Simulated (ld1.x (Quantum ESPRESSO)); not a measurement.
Cutoff test, technetium (Tc), TM semilocal

* Element: technetium
* Generator: ld1.x (Quantum ESPRESSO) 7.5
* Type: norm-conserving Troullier–Martins (semilocal form)
* Functional: LDA (PZ)
* Relativity: non-relativistic
* Frozen core: [Kr]
* Valence charge: 7
* Reference configuration: 4d5 5s1 5p0 (charge +1)
* Partial waves: 5s (bound): rc 2.75 bohr; 4d (bound): rc 1.30 bohr; 5p (bound, empty): rc 3.00 bohr
* Local potential: the p channel
* Core correction: a·sin(br)/r model core inside 1.20 bohr

The pseudo-atom Hamiltonian at the reference potential is diagonalised in spherical Bessel functions j_l(qr) that vanish at 20 bohr, with q² up to the cutoff. All-electron valence levels (Ry): 5s -0.8293, 4d -1.0822, 5p -0.5178.

Q: How do the lowest levels (Ry) of each channel move with the cutoff, and are there ghosts?

A:

```
cutoff (Ry)     s #1     d #1     d #2     p #1     p #2  Σ f·Δε (mRy)
          8  -0.8253  -0.5197  -0.1291  -0.5175  -0.1503        2816.5
         15  -0.8289  -0.7718  -0.1554  -0.5177  -0.1503        1552.4
         25  -0.8293  -0.9862  -0.1720  -0.5178  -0.1503         480.2
         45  -0.8293  -1.0765  -0.1783  -0.5178  -0.1503          28.4
         60  -0.8293  -1.0817  -0.1787  -0.5178  -0.1503           2.7
         90  -0.8293  -1.0822  -0.1787  -0.5178  -0.1503           0.1
        400  -0.8293  -1.0822  -0.1787  -0.5178  -0.1503           0.0
```

Result: no extra level below or beside the all-electron valence levels (s, d, p tested); the semilocal form is local in each channel, so this says nothing of the separable form that plane-wave codes build from it; 10 mRy is reached at 55 Ry and 1 mRy at 70 Ry.

Its largest configuration-test error is -706 meV.
